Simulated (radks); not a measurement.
These are the eigenvalues of the occupied orbitals of an atom or ion with whole-number occupations (Ry). Method: Dirac Kohn-Sham, PBEsol, spin-unpolarised, spherical densities, finite nucleus; Fermi nuclear charge, rms radius of each element as measured or else 0.836 A^(1/3) + 0.57 fm; computed with a radial shooting solver on a logarithmic mesh with Libxc functionals.

1s1/2: -980.6357
2s1/2: -130.0605
2p1/2: -117.4377
2p3/2: -113.9496
3s1/2: -20.26760
3p1/2: -15.87783
3p3/2: -15.37464
3d3/2: -7.75068
3d5/2: -7.67044
4s1/2: -3.97626
4p1/2: -2.96192

Which element is it, and in what charge state? The configuration may be excited. Open shells, if any, fill j = l - 1/2 first.

Answer. Z = 35, bromine, charge +3: Br3+ in [Ar] 3d10 4s2 4p2. The list shows which subshells hold electrons but not how many an open one holds; the 1s level, -490.32 hartree, gives Z - s = 31.3 by -(Z - s)^2/2, which with screening and relativity narrows Z to a few neighbours, and the depths of the outer levels then fix element, charge and occupations together.
